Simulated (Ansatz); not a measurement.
`[OH][GeH2][SiH](O)F`, charge 0, multiplicity 1.

Give a relaxed structure at PBE0-D4/def2-TZVP (Ansatz 0.2.0). (An estimate is asked.)

Ansatz gave: 
Cartesian coordinates in Å:
```
O -1.7566 -1.1457 -0.6480
Ge 0.0023 -1.0597 -0.9536
Si 0.7985 0.7155 0.4361
O -0.5674 1.1245 1.2481
F 1.3226 1.9535 -0.4319
H -2.0095 -0.5142 0.0313
H 0.2075 -0.8070 -2.4570
H 0.6193 -2.4222 -0.5816
H 1.9041 0.4086 1.3801
H -0.5208 1.7467 1.9764
```
This is one stationary point; other conformers may exist.
